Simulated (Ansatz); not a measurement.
Reaction (silylene loss): `BN([SiH2][SiH3])[SiH2]Cl` → `BN([SiH3])[SiH2]Cl` + `[SiH2]`

Calculated with Ansatz (gas phase, PBE0-D4/def2-TZVP geometries, no zero-point term in ΔE). CBS: MP2 limit from def2 TZ/QZ plus the TZ coupled-cluster correction, frozen cores. This one scheme is used for every species. Each species was taken in one conformer, which may not be the lowest.

```json
{"species": "`BN([SiH2][SiH3])[SiH2]Cl`", "HF/def2-TZVPP energy (Eh)": "-1410.87908"}
{"species": "`BN([SiH3])[SiH2]Cl`", "HF/def2-TZVPP energy (Eh)": "-1120.77532"}
{"species": "`[SiH2]`", "HF/def2-TZVPP energy (Eh)": "-290.02614"}
```

**Question.** Work out ΔE.

**Answer.** ΔE = (-1120.77532) + (-290.02614) − (-1410.87908) = 0.07762 Eh = +203.8 kJ/mol. CCSD(T)/CBS gives +235.7 kJ/mol.

Largest T1 diagnostic among the species: 0.014.

In def2-TZVPP, CCSD(T) changes the Hartree–Fock value by +25.2 kJ/mol (the triples alone add +6.2 kJ/mol) and MP2 by +39.5 kJ/mol. The D4 term adds +17.6 kJ/mol with B3LYP and +10.1 kJ/mol with PBE0; it sums over pairs of atoms, weighted by their polarisabilities, and B3LYP, whose exchange is more repulsive, gets the larger term.

B3LYP here is the variant with VWN-RPA as its local correlation; programs differ in this.
